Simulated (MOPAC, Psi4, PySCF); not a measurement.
Approach curve of the dimer HCl ··· C2H6 (SMILES Cl and CC). Monomers: optimised at B3LYP-D3(BJ) (def2-TZVP), held rigid. Orientation: a random orientation, not optimised. Only R, the distance of the centres of mass, is varied, so the lowest point isn't the relaxed dimer.

Geometry at R = 3.82 Å (first 2 atoms: monomer A):
```
10

Cl     0.6410     0.0000     0.0000
H     -0.6410     0.0000     0.0000
C      1.5949     3.4418     0.3198
C      1.2823     3.7193     1.7877
H      0.6918     3.1818    -0.2360
H      2.2973     2.6127     0.2134
H      2.0394     4.3142    -0.1632
H      0.8375     2.8469     2.2706
H      2.1854     3.9788     2.3437
H      0.5801     4.5485     1.8941
```

Levels: MP2/aug-cc-pVDZ = DF-MP2/aug-cc-pVDZ, frozen core, counterpoise-corrected in Psi4; PM7, restricted, heats of formation (MOPAC); RMP2/3-21G = restricted MP2 (frozen core)/3-21G, no counterpoise correction (PySCF); RKS-M06-2X/6-31G* = restricted M06-2X/6-31G*, spherical d, no counterpoise correction in PySCF; HF/aug-cc-pVDZ, counterpoise-corrected (Psi4).

Interaction energies in kJ/mol (negative: bound); R is the distance of the centres of mass, d the Cl1···H6 distance.

```csv
R / Å,d / Å,MP2/aug-cc-pVDZ,PM7,RMP2/3-21G,RKS-M06-2X/6-31G*,HF/aug-cc-pVDZ
3.19,2.53,21.20,0.71,24.47,15.32,35.76
3.41,2.73,8.00,-5.01,10.48,4.19,18.46
3.60,2.90,2.48,-6.41,4.57,0.14,10.36
3.82,3.10,-0.40,-6.24,1.29,-1.55,5.29
4.00,3.27,-1.31,-5.56,0.07,-1.87,3.06
4.19,3.45,-1.59,-4.74,-0.48,-1.81,1.72
4.50,3.74,-1.43,-3.58,-0.60,-1.51,0.70
4.79,4.01,-1.11,-2.73,-0.43,-1.16,0.32
5.33,4.53,-0.62,-1.55,-0.14,-0.49,0.09
5.99,5.17,-0.30,-0.76,-0.04,-0.07,0.03
7.02,6.18,-0.11,-0.27,-0.01,0.00,0.01
8.30,7.44,-0.04,-0.09,0.00,0.00,0.00
```

Lowest grid point: MP2/aug-cc-pVDZ -1.59 kJ/mol at R = 4.19 Å; PM7 -6.41 kJ/mol at R = 3.60 Å; RMP2/3-21G -0.60 kJ/mol at R = 4.50 Å; RKS-M06-2X/6-31G* -1.87 kJ/mol at R = 4.00 Å; HF/aug-cc-pVDZ 0.00 kJ/mol at R = 8.30 Å.
